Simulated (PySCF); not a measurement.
Computed IR spectrum (relative IR intensity) of a molecule C₂H₆OSi. Geometry: ωB97X-D3(BJ)/def2-SVP. One conformer was computed; it need not be the lowest. All values below come from ωB97X-D3(BJ)/def2-SVP in PySCF 2.14.0. Frequencies are harmonic and unscaled.

ν (cm⁻¹): 115 (vw), 228 (m), 419 (m), 656 (m), 671 (w), 759 (m), 842 (s), 891 (m), 929 (vs), 975 (s), 1019 (w), 1022 (m), 1056 (w), 1425 (w), 1707 (vw), 2229 (s), 2282 (s), 3146 (w), 3244 (vw), 3937 (m) (against the strongest line: vs over 80 %, s over 45 %, m over 15 %, w over 4 %, vw less)

Q: Identify the compound among the candidates.
A. C=C[SiH2]O
B. C1OC[SiH2]1
C. O=CC[SiH3]
D. C=CO[SiH3]

A: A, C=C[SiH2]O
